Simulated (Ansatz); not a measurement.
Consider the ligand exchange at a B–Br bond: `NBBr` + `O[SiH3]` → `NBO[SiH3]` + HBr.

Isolated molecules relaxed with PBE0-D4/def2-TZVP in Ansatz; ΔE leaves out vibrations. CBS: MP2 limit from def2 TZ/QZ plus the TZ coupled-cluster correction, frozen cores. Functionals use def2-TZVPP. B3LYP here is the variant with VWN-RPA as its local correlation; programs differ in this. HSE06 is defined as in plane-wave codes. For Br outer-core shells are correlated without core-valence functions, which leaves a few kJ/mol of doubt a bond. Scalar relativity is left out up to krypton. Each species was taken in one conformer, which may not be the lowest.

`NBBr`:

Z-matrix (Å, degrees):
```
N
B 1 1.380
H 1 1.006 2 123.3
H 1 1.006 2 122.1 3 -180.0
Br 2 1.931 1 119.6 3 -0.0
H 2 1.190 1 122.0 3 180.0
```

`O[SiH3]`:

Z-matrix (Å, degrees):
```
Si
O 1 1.648
H 1 1.489 2 111.7
H 1 1.489 2 111.7 3 120.9
H 1 1.481 2 105.9 3 -119.6
H 2 0.957 1 117.9 3 -60.5
```

`NBO[SiH3]`:

Z-matrix (Å, degrees):
```
Si
O 1 1.641
H 1 1.487 2 110.8
H 1 1.485 2 108.9 3 120.6
H 1 1.485 2 108.9 3 -120.6
B 2 1.370 1 132.6 3 0.2
N 6 1.395 2 119.4 1 179.9
H 6 1.202 2 120.9 1 -0.1
H 7 1.003 6 122.6 2 -180.0
H 7 1.006 6 122.7 2 0.0
```

HBr:

Cartesian coordinates in Å:
```
Br 0.244 0.220 -0.630
H -0.244 -0.220 0.630
```

| level | ΔE (kJ/mol) | difference from CCSD(T)/CBS |
| --- | --- | --- |
| LDA (SPW92) | -40.0 | -4.6 |
| revPBE-D4 | -31.0 | 4.4 |
| B97M-V | -42.5 | -7.1 |
| r2SCAN0-D4 | -37.7 | -2.3 |
| HSE06-D4 | -34.0 | 1.4 |
| CAM-B3LYP-D4 | -46.9 | -11.5 |
| ωB97M-V | -38.8 | -3.4 |
| B2PLYP | -39.3 | -3.9 |
| PBE0 | -33.2 | 2.2 |
| B3LYP | -41.3 | -5.9 |
| r2SCAN0 | -37.0 | -1.6 |
| BHLYP | -44.7 | -9.3 |
| CAM-B3LYP | -45.8 | -10.4 |
| CCSD/def2-TZVPP | -39.9 | -4.5 |
| CCSD(T)/def2-TZVPP | -38.1 | -2.7 |
| HF/CBS(def2) | -49.3 | -13.9 |
| CCSD(T)/CBS | -35.4 | 0 |

Largest T1 diagnostic among the species: 0.012.

In def2-TZVPP, CCSD(T) changes the Hartree–Fock value by +9.3 kJ/mol (the triples alone add +1.8 kJ/mol) and MP2 by +14.8 kJ/mol. At CCSD(T), def2-SVP lies −18.0 kJ/mol from the extrapolated value and def2-TZVPP −2.7 kJ/mol. From BLYP to BHLYP (50 % exact exchange), in def2-TZVPP and without D4, ΔE moves by −4.9 kJ/mol.
